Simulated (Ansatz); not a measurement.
A run on H4NNbO3, SMILES `[NH2][Nb](=[O])([OH])[OH]` with other settings.

```yaml
crystal:
  periodic: [false, false, false]
  atoms:
    - {symbol: N, position_ang: [0.287937, 0.904054, -1.262072]}
    - {symbol: Nb, position_ang: [-0.664899, -0.064552, 0.336319]}
    - {symbol: O, position_ang: [-2.235331, 0.253428, 0.280488]}
    - {symbol: O, position_ang: [-0.106703, -1.880688, 0.011014]}
    - {symbol: O, position_ang: [0.277659, 0.574162, 1.975304]}
    - {symbol: H, position_ang: [-0.385069, 1.420739, -1.785768]}
    - {symbol: H, position_ang: [1.350201, 1.030613, -1.432297]}
    - {symbol: H, position_ang: [0.629055, -2.439414, -0.132994]}
    - {symbol: H, position_ang: [0.990004, 0.648759, 2.270055]}
basis:
  gaussian: {orbitals: def2-TZVP, fitting: {mean_field: cc-pVTZ-jkfit}}
total_charge: 1
magnetization: {spin_polarized: true, initial_magnetization: 1}
hamiltonian: {xc: {name: wB97X-V}}
output: {forces: true}
```

```sh
$ ansatz run in.yaml --threads 2 --pin off --events-out ev --progress --plain --max-ram 32768MiB --backend cpu
```

Output, abridged:

```
Functional definition: wB97X-V
Error: <dir> the basis set cc-pVTZ-JKFIT has no functions for Nb
```

Hardware: 2 threads of a server CPU on a shared host. Wall time 0.46 s, peak host memory 0.42 GiB.
